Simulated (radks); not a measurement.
Coulomb parameter of the 3d shell of the zinc ion Zn2+ in the model configuration [Ar] 3d8.5 4p1.5, as a second difference U = [E(n + 0.5) + E(n - 0.5) - 2 E(n)] / (0.5)^2 with all orbitals relaxed. "Bare": the charge of the atom changes with n. "Screened": the 4p shell takes up the change at fixed total charge, which measures U(3d,3d) + U(4p,4p) - 2 U(3d,4p). Method: scalar-relativistic Kohn-Sham, SCAN, spin-unpolarised, spherical densities, finite nucleus; meta-GGA in the generalised Kohn-Sham scheme; Fermi nuclear charge, rms radius 3.9283 fm; computed with a radial shooting solver on a logarithmic mesh with Libxc functionals.

case	configuration	E - E(n) (eV)
start	[Ar] 3d8.5 4p1.5	0.000
bare +0.5	[Ar] 3d9 4p1.5	-19.841
bare -0.5	[Ar] 3d8 4p1.5	24.893
screened +0.5	[Ar] 3d9 4p1	-11.840
screened -0.5	[Ar] 3d8 4p2	13.545

U(bare) = 20.207 eV, U(screened by 4p) = 6.822 eV, against the Slater integral F0(3d,3d) = 31.304 eV with frozen orbitals.
